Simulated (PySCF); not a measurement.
# Dipole response of Kr (krypton, neutral)

[Kr], closed-shell 1S. Computed with PySCF 2.14 in aug-cc-pV5Z-PP with ECP10MDF, with scalar relativity through the core potential. Coupled (time-dependent) response in atomic units; α is the mean over directions.

```
   method  mean α (bohr³)  C₆ (like pair)  S(−4)
BHandHLYP           17.05           131.3  59.01
    B97-3           17.38           134.6  61.88
```

S(−4) is the Cauchy moment in α(ω) = α(0) + S(−4) ω² + …

Reference α: 16.78 ± 0.02 bohr³ (recommended; Schwerdtfeger and Nagle, table of static dipole polarizabilities (2023 update)). Published C₆: 130.0 (Chu and Dalgarno (2004); Tang, Norbeck and Certain (1976)).

α(iu) at BHandHLYP:

```tsv
u (hartree)	α(iu) (bohr³)
0	17.05
0.0500	16.91
0.100	16.49
0.200	15.06
0.300	13.26
0.500	9.843
0.750	6.777
1.00	4.827
1.50	2.741
2.00	1.756
3.00	0.9098
5.00	0.3942
```

A single London oscillator, α(iu) = α/(1 + u²/ω²), gives C₆ = (3/4) ω α². Matching the computed C₆ needs ω = 4 × 131.3 / (3 × 17.05²) = 0.602 hartree.

Energies and moments cover only the electrons outside the core potential.
